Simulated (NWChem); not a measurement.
CH3N2S, doublet; SMILES S=C(N)[NH]

```xyz
7

N      1.2733    -0.9109    -0.0421
C      0.0699    -0.4174     0.0450
N     -1.0124    -1.2228     0.0247
S     -0.0905     1.2954    -0.0063
H      1.9766    -0.2417     0.2768
H     -0.8580    -2.2127    -0.1234
H     -1.9160    -0.8316    -0.2002
```
Atoms are numbered in this order, from 1.

Results from NWChem. Spin-unrestricted. All runs use the structure optimised with PBE0/def2-SVP, spin-unrestricted. No stability test was run on the SCF state.

For level B3LYP/def2-TZVP:

* **highest occupied level (eV)**: -6.72
* **lowest empty minus highest occupied level, either spin (eV)**: 2.34

Q: What are these values for level LDA (Slater exchange, PW92)/def2-TZVP?

A: 
| Property | Result |
|---|---|
| highest occupied level (eV) | -5.82 |
| lowest empty minus highest occupied level, either spin (eV) | 0.45 |
